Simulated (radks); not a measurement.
Values are calculated unless marked as measured or tabulated.
The tellurium anion Te2-, [Xe], held by a Watson sphere: a shell of charge +2 at radius R that stands for the Madelung well of a crystal (potential energy -2/R inside, -2/r outside, in hartree with lengths in bohr). Level of theory: scalar-relativistic Kohn-Sham, LB94 model potential, spin-polarised, spherical densities, point nucleus (a radial shooting solver on a logarithmic mesh with Libxc functionals). Response by self-consistent Sternheimer equations with the Hartree and adiabatic LDA kernel, the relativistic mass of each level held fixed and spin-orbit coupling left out. The sphere does not respond.

| R (bohr) | e(4d) (eV) | e(5s) (eV) | e(5p) (eV) | <r> 5p (bohr) | sum of <r^2> (bohr^2) | X-ray form factor at sin(theta)/lambda = 0.2 1/angstrom | alpha (bohr^3) |
|---|---|---|---|---|---|---|---|
| 3.03 | -46.691 | -19.312 | -10.303 | 2.734 | 80.99 | 41.692 | 53.16 |
| 3.89 | -45.328 | -17.533 | -8.678 | 2.901 | 88.53 | 41.653 | 77.10 |
| 5 | -43.817 | -15.807 | -6.929 | 3.048 | 96.13 | 41.673 | 116.4 |
| 5.4 | -43.340 | -15.297 | -6.401 | 3.086 | 98.38 | 41.681 | 132.6 |
| 5.47 | -43.261 | -15.213 | -6.314 | 3.092 | 98.75 | 41.682 | 135.5 |
| 5.6 | -43.115 | -15.060 | -6.155 | 3.103 | 99.42 | 41.683 | 141.1 |

Estimate the row for R = 5.34 bohr.

Answer. e(4d) (eV) -43.410; e(5s) (eV) -15.370; e(5p) (eV) -6.477; <r> 5p (bohr) 3.081; sum of <r^2> (bohr^2) 98.05; X-ray form factor at sin(theta)/lambda = 0.2 1/angstrom 41.680; alpha (bohr^3) 130.1.
